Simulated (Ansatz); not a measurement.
`FC1C=N[SiH2]1`. Total charge 0; spin multiplicity 1.

```xyz
9

F    -0.852    1.621    0.942
C     0.079    0.858    0.274
C     0.535   -0.397    0.990
N     0.475   -1.424    0.225
Si   -0.399   -0.477   -1.012
H     0.928    1.498    0.010
H     0.903   -0.427    2.023
H     0.177   -0.457   -2.382
H    -1.845   -0.796   -1.069
```

(1) List the harmonic frequencies (cm⁻¹, unscaled) at PBE0-D4/def2-TZVP in Ansatz. (Best estimate.)

(2) Is this a minimum?

(3) Give the ideal-gas thermochemistry at 298.15 K and 1 bar (rigid rotor, harmonic oscillator; point group C1, symmetry number 1).

(4) And at 400, 500, 600, 800 and 1000 K?

Answers

(1) Ansatz gave: 177, 273, 399, 555, 588, 649, 701, 785, 824, 903, 961, 1036, 1127, 1139, 1299, 1347, 1624, 2223, 2254, 3061, 3070.

(2) Yes, all 21 modes are real.

(3) Zero-point energy 149.5 kJ/mol; H(298) − E = 165.5 kJ/mol; entropy 304.5 J/(mol·K), of which translation 164.9, rotation 108.3, vibration 31.3; G(298) − E = 74.7 kJ/mol.

(4) 
```tsv
T (K)	H − E (kJ/mol)	S (J/mol/K)	G − E (kJ/mol)
400	175.3	332.5	42.3
500	186.7	358.1	7.7
600	199.7	381.7	-29.3
800	228.9	423.5	-109.9
1000	261.3	459.6	-198.3
```
